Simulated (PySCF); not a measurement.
B(F)(GeH3)(OMe) (CH6BFGeO), SMILES CO[B](F)[GeH3]. Atoms are numbered in the order given.

```xyz
11

B      0.6958     0.6745     0.0000
F      2.0311     0.7294     0.0000
Ge    -0.2359    -1.1952     0.0000
H     -1.1463    -1.3727     1.2336
H     -1.1463    -1.3727    -1.2336
H      0.7924    -2.3378     0.0000
O      0.0624     1.8629     0.0000
C     -1.3443     2.0345     0.0000
H     -1.6316     2.6054     0.8951
H     -1.6316     2.6054    -0.8951
H     -1.8807     1.0712     0.0000
```
Charge 0, spin multiplicity 1.

Coordinates come from a TPSSh-D3(BJ)/def2-SVP optimisation. This is a generated structure with no PubChem entry under its InChIKey; it may be hypothetical. Other conformers were not sampled.

Computed with PySCF with r2SCAN/def2-TZVP.

ESP charges are fitted to the potential on shells at 1.4 to 2.0 van der Waals radii. Atomic charges (e):

```json
[
 {"atom": "B1", "Mulliken": "0.37", "ESP fit": "0.56"},
 {"atom": "F2", "Mulliken": "-0.24", "ESP fit": "-0.29"},
 {"atom": "Ge3", "Mulliken": "-0.10", "ESP fit": "-0.03"},
 {"atom": "H4", "Mulliken": "0.00", "ESP fit": "-0.03"},
 {"atom": "H5", "Mulliken": "0.00", "ESP fit": "-0.03"},
 {"atom": "H6", "Mulliken": "0.00", "ESP fit": "-0.02"},
 {"atom": "O7", "Mulliken": "-0.24", "ESP fit": "-0.29"},
 {"atom": "C8", "Mulliken": "-0.13", "ESP fit": "-0.27"},
 {"atom": "H9", "Mulliken": "0.12", "ESP fit": "0.15"},
 {"atom": "H10", "Mulliken": "0.12", "ESP fit": "0.15"},
 {"atom": "H11", "Mulliken": "0.11", "ESP fit": "0.10"}
]
```
